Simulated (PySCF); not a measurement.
```xyz
6

N     -0.9471    -0.0957     0.0179
Ga     0.8547     0.0864    -0.0161
H     -1.5916     0.6739    -0.0400
H     -1.4220    -0.9786     0.0967
H      1.6941    -1.2184     0.0849
H      1.4118     1.5323    -0.1434
```

Charge 0, multiplicity 1.

Problem. Give the Mulliken and meta-Löwdin atomic charges from TPSSh-D3(BJ)/def2-TZVP // CAM-B3LYP-D3(BJ)/def2-TZVP (PySCF).

Solution. 
| atom | Mulliken (e) | meta-Löwdin (e) |
|---|---|---|
| N1 | -0.64 | -0.64 |
| Ga2 | 0.33 | 0.36 |
| H3 | 0.24 | 0.23 |
| H4 | 0.24 | 0.23 |
| H5 | -0.09 | -0.09 |
| H6 | -0.09 | -0.09 |
